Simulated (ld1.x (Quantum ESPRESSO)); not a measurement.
**Pseudopotential generation for phosphorus (P): ultrasoft, PBE, scalar-relativistic.**

ld1.x (Quantum ESPRESSO) 7.5 input, shortened:

```
&input
   title='P', zed=15., rel=1, dft='PBE', iswitch=3,
   config='[Ne] 3s2 3p3'
 /
 &inputp
   pseudotype=3, tm=.true., lloc=-1, rcloc=1.25,
   nlcc=.true.
 /
4
3S  1  0   2.00   0.00  1.50  1.65  0.0
3S  1  0   0.00   4.35  1.50  1.65  0.0
3P  2  1   3.00   0.00  1.30  1.70  0.0
3P  2  1   0.00   3.90  1.30  1.70  0.0
 &test
   configts(1)='3s2 3p3'
 /
```

All-electron outer shells of the reference configuration (PBE, scalar-relativistic, ld1.x):

```
shell  level (eV)  outermost node (bohr)  outermost maximum (bohr)
   2s     -173.99                   0.14                      0.42
   2p     -124.49                      –                      0.36
   3s      -13.97                   0.65                      1.58
   3p       -5.51                   0.64                      1.83
```

What the tests gave:

```
Configuration tests                       : test run stopped at test 1 of 7 (negative rho)
Lowest eigenvalue of the overlap operator : 0.43 (s channel)
```

A Bessel basis up to 400 Ry misses an occupied level by 0.38 Ry, so cutoffs and ghosts were not judged.

Generation and tests took about 0.61 s on one core of a shared server CPU.
